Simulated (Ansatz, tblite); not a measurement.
Removing and adding an electron: BeMeI (CH3BeI). Charge 0, multiplicity 1. Geometry: r2SCAN-D4/def2-TZVP. Ansatz, gas phase; energy differences of separate SCF runs; the oxidised species was run as a doublet alone; the reduced species was run as a doublet alone.

```
atom   x (Å)   y (Å)   z (Å)
 Be1  -0.277  -0.163   0.900
  C2   0.210   0.123  -0.673
  H3   1.206   0.576  -0.720
  H4  -0.472   0.801  -1.196
  H5   0.253  -0.800  -1.262
  I6  -0.920  -0.537   2.952
```

In the def2 sets I takes a core potential; there is no spin–orbit coupling. The xTB rows come from tblite. Correlated methods freeze 5 core orbitals; core or outer-core shells of I are correlated, in sets that lack core-valence functions. In CCSD on the charge -1 doublet the largest single amplitude is 0.60, so its Hartree–Fock determinant may place the open shell otherwise than the density functionals do. HOMO above LUMO, or a gap near zero within one spin, warns that the state may not be the lowest or that an electron is smeared out.

```
               level  −HOMO (eV)  vertical IE (eV)  −LUMO (eV)  vertical EA (eV)  HOMO–LUMO gap (eV)  IE − EA (eV)                                                      remarks
            GFN2-xTB       11.03             14.40        5.24              1.08                5.78         13.31                                                            –
       HF/def2-TZVPP           –              9.31           –                 –                   –             –                                                            –
 r2SCAN-D4/def2-TZVP        7.09             10.14        0.70                 –                6.40             –                   gap within one spin near zero (+1 doublet)
r2SCAN-D4/def2-TZVPD        7.10                 –        0.72             -0.60                6.38             –                                 HOMO above zero (-1 doublet)
     CCSD/def2-TZVPP           –             10.15           –                 –                   –             –                                                            –
  CCSD(T)/def2-TZVPD           –                 –           –             -0.68                   –             –  HOMO above zero (-1 doublet), large T1 (0.086) (-1 doublet)
  CCSD(T)/def2-TZVPP           –             10.22           –                 –                   –             –                                                            –
```

Question: Estimate the rows for GFN1-xTB, PBE-D4/def2-TZVP, PBE-D4/def2-TZVPD, PBE0-D4/def2-TZVP, PBE0-D4/def2-TZVPD, MP2/def2-TZVPP, CCSD/def2-TZVPD.

Answer: 
```tsv
level	−HOMO (eV)	vertical IE (eV)	−LUMO (eV)	vertical EA (eV)	HOMO–LUMO gap (eV)	IE − EA (eV)	remarks
GFN1-xTB	11.02	14.61	5.20	1.67	5.82	12.93	–
PBE-D4/def2-TZVP	6.81	10.00	1.11	–	5.70	–	gap within one spin near zero (+1 doublet)
PBE-D4/def2-TZVPD	6.83	–	1.15	-0.42	5.67	–	HOMO above zero (-1 doublet)
PBE0-D4/def2-TZVP	7.92	10.26	0.31	–	7.61	–	–
PBE0-D4/def2-TZVPD	7.93	–	0.37	-0.54	7.56	–	HOMO above zero (-1 doublet)
MP2/def2-TZVPP	–	10.32	–	–	–	–	–
CCSD/def2-TZVPD	–	–	–	-0.72	–	–	HOMO above zero (-1 doublet), large T1 (0.086) (-1 doublet)
```

Run but left out: HF/def2-TZVPD, MP2/def2-TZVPD (charge -1 doublet: a determinant that CCSD turns far, T1 0.086).   A HOMO above zero means that the electron is unbound at that level or that self-interaction error raises the level; the energy of removing that electron tells which. Raw xTB energy differences between charge states are shifted by several eV; the methods need an empirical correction for them. A negative affinity means that the extra electron isn't bound; its size then hangs on the basis.
